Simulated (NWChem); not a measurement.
System: SiH2OBr2; SMILES O[SiH](Br)Br

Here is an NWChem input.

```
start job
memory heap 200 mb stack 900 mb global 1100 mb
geometry units angstroms noautosym nocenter noautoz
  Si    -0.778457     0.439973     0.000000
  O     -2.202423    -0.379223     0.000000
  Br     0.428085    -0.055175     1.794904
  Br     0.428085    -0.055175    -1.794904
  H     -1.102206     1.878848     0.000000
  H     -2.181920    -1.342054     0.000000
end
basis spherical
  Si library pcsseg-1
  O library pcsseg-1
  Br library pcsseg-1
  H library pcsseg-1
end
dft
  xc slater vwn_5
  iterations 150
end
property
  shielding 5 1 2 3 5 6
end
task dft property
```

Geometry: optimised at PBE0/def2-SVP.

GIAO values for the isolated, static molecule; σ is the absolute isotropic shielding, δ = σ(reference) − σ with the isolated reference molecule computed at the same levels (1H: tetramethylsilane, 17O: water, 29Si: tetramethylsilane). Spin-orbit effects, on the heavy nuclei and on their neighbours, are missing.

Atoms are numbered as in the input.

**Question.** Give the results of this calculation. (LDA (Slater exchange, VWN5)/pcSseg-1, GIAO.) Quantities: δ Si1 (ppm); δ O2 (ppm); σ Br3 (ppm); δ H5 (ppm); δ H6 (ppm).

**Answer.** The δ Si1 (ppm) is 17.2, the δ O2 (ppm) is 126.8 and the σ Br3 (ppm) is 2212.9. The δ H5 (ppm) comes out as 6.53 and the δ H6 (ppm) comes out as 3.04.
